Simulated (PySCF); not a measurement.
`C1C(C(=C)[Se]C)C1`, C$_{6}$H$_{10}$Se

Geometry (Å), atoms numbered from 1 in this order:
```xyz
17

C     0.2321    1.8048   -0.0310
C    -0.0526    0.5131    0.0896
Se    1.3206   -0.8319    0.2324
C     2.9348    0.2413    0.0930
C    -1.4408    0.0120    0.1229
C    -1.8209   -1.1846    0.9518
C    -1.8143   -1.2889   -0.5356
H    -0.5565    2.5349   -0.1091
H     1.2346    2.1916   -0.0570
H     2.9502    0.7616   -0.8615
H     3.7695   -0.4533    0.1489
H     2.9816    0.9418    0.9231
H    -2.1703    0.8117    0.0629
H    -2.7673   -1.1599    1.4702
H    -1.0321   -1.6853    1.4966
H    -1.0198   -1.8589   -0.9976
H    -2.7557   -1.3382   -1.0611
```

Theory: GIAO KT3/pcSseg-1 magnetisability, rotational g tensor and spin-rotation constants, non-relativistic, gas phase in PySCF. Geometry: GFN2-xTB.

The calculation is non-relativistic, which matters for the atoms heavier than Zn.

(1) Give the nuclear spin-rotation constants along the inertial axes (H = +C I·J) beside the isotropic shieldings.

(2) How do the rotational constants and the g tensor change when H8, H9, H10, H11, H12, H13, H14, H15, H16, H17 are replaced by deuterium?

Results:

(1) Rotational constants 3.3228, 1.3099, 1.0207 GHz. A star marks the isotopologue with that one atom substituted, in its own axes.
| atom | isotope | Caa (kHz) | Cbb (kHz) | Ccc (kHz) | mean (kHz) | σ (ppm) |
| --- | --- | --- | --- | --- | --- | --- |
| H8 | 1H | -0.028 | 0.015 | -0.121 | -0.045 | 26.2 |
| H9 | 1H | 0.242 | -0.120 | -0.122 | 0.000 | 27.4 |
| H10 | 1H | -0.333 | -0.079 | -0.024 | -0.145 | 29.6 |
| H11 | 1H | -0.130 | -0.051 | -0.116 | -0.099 | 29.9 |
| H12 | 1H | -0.329 | -0.078 | -0.025 | -0.144 | 29.6 |
| H13 | 1H | -0.197 | -0.017 | -0.117 | -0.110 | 29.9 |
| H14 | 1H | -0.075 | -0.146 | -0.074 | -0.098 | 31.1 |
| H15 | 1H | -0.216 | -0.080 | -0.078 | -0.125 | 30.9 |
| H16 | 1H | -0.219 | -0.086 | -0.071 | -0.125 | 30.8 |
| H17 | 1H | -0.073 | -0.146 | -0.074 | -0.098 | 31.1 |
| C1 | 13C* | 1.256 | 0.366 | 0.144 | 0.589 | 86.0 |
| C2 | 13C* | 1.610 | 0.500 | 0.189 | 0.766 | 32.3 |
| Se3 | 77Se* | 4.906 | 2.455 | 1.882 | 3.081 | 1525.3 |
| C4 | 13C* | 0.471 | 0.177 | 0.142 | 0.263 | 170.5 |
| C5 | 13C* | 0.271 | 0.278 | 0.171 | 0.240 | 161.0 |
| C6 | 13C* | 0.297 | 0.174 | 0.181 | 0.217 | 174.5 |

For the geometry as given, no vibrational averaging.

(2) Constants 2.7597, 1.1130, 0.8738 GHz; g -0.0081, -0.0042, 0.0014, against -0.0097, -0.0050, 0.0016 before.
